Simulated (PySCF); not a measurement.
## Solvent effects on NMR parameters

Atom-mapped SMILES (the numbers label the heavy atoms): `[F:1][c:2]1[cH:3][cH:4][n:5][c:6]([F:7])[cH:8]1`. Each H is labelled by its parent atom.

GIAO PBE0/pcSseg-1 in PySCF on one PBE0-D3(BJ)/def2-SVP conformer, non-relativistic, equivalent nuclei averaged. Solvents enter as an IEF-PCM continuum (chloroform with ε = 4.7, dimethylsulfoxide with ε = 46.8) around the gas-phase geometry. Shifts are referred to CFCl3, TMS computed in the same medium.

Gas phase, δ in ppm: F7 -60.1, F1 -93.7, C2 179.0, C6 172.1, C4 155.8, C3 113.8, C8 101.5, H(C4) 8.36, H(C3) 6.84, H(C8) 6.54. Dipole moment 2.08 D.

Task: How does each δ change in the continuum?

Result: 
```csv
atoms,environment,"Δδ, chloroform","Δδ, dimethylsulfoxide"
F7,aryl fluorine,-5.1,-6.9
F1,aryl fluorine,+0.9,+1.7
C2,aromatic carbon bearing fluorine,+1.3,+1.9
C6,aromatic carbon bearing fluorine,+0.5,+0.7
C4,aromatic CH next to a ring nitrogen,+1.0,+1.4
C3,aromatic CH,+2.3,+3.4
C8,aromatic CH,+1.8,+2.6
H(C4),hydrogen on an aromatic CH next to a ring nitrogen,+0.11,+0.15
H(C3),hydrogen on an aromatic CH,+0.32,+0.45
H(C8),hydrogen on an aromatic CH,+0.29,+0.40
```

Changes are relative to the gas phase. The dipole moment becomes 2.57 D in chloroform, 2.79 D in dimethylsulfoxide.

Task: Which of the listed nuclei move most (in ppm), and what does the model miss? (N and O are left out, as their reference compounds move with the solvent too.)

Result: F7 (aryl fluorine, -6.9 ppm) in dimethylsulfoxide. A continuum only polarises the solute; specific hydrogen bonds, the anisotropy of aromatic solvents and changes of geometry or conformer are outside it.
